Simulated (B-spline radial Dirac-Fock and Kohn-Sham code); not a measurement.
# Auger decay of the N1 hole in Er³⁺

System: Er³⁺, configuration 1s2 2s2 2p6 3s2 3p6 3d10 4s2 4p6 4d10 4f11 5s2 5p6, inside a Watson sphere of charge -3 and radius 2.7 Å (a model of the Madelung potential; inside it an electron's potential energy is raised by 16.0 eV).

The computed values come from a radial B-spline solver: independent-particle radiative and Coulomb Auger rates from relativistic LDA hole-state orbitals, with Dirac-Fock energies. Kinetic energies are configuration averages from the vacuum level; the two-hole energies are estimated from single-hole states.

| transition | kinetic energy (eV) | width (meV) | share (%) |
| --- | --- | --- | --- |
| N1-N2O2 | 21.02 | 528 | 4.6 |
| N1-N2O3 | 27.15 | 1020 | 8.9 |
| N1-N3O1 | 35.97 | 822 | 7.2 |
| N1-N2N6 | 37.78 | 280 | 2.4 |
| N1-N2N7 | 38.50 | 359 | 3.1 |
| N1-N3O2 | 63.91 | 842 | 7.3 |
| N1-N3O3 | 70.65 | 1080 | 9.4 |
| N1-N3N6 | 80.87 | 1610 | 14.0 |
| N1-N3N7 | 82.43 | 1990 | 17.3 |
| N1-N5O1 | 187.4 | 350 | 3.1 |

Coster-Kronig rates are the weakest part of this model and often come out 1.5 to 2.5 times too large. Super-Coster-Kronig decay this fast strains the one-particle picture, and such widths tend to come out too large. The listed channels hold 77 % of the non-radiative rate. Summed by principal shells, of 11.5 eV in all: NNO 51.9 %, NNN 47.5 %, NOO 0.7 %.
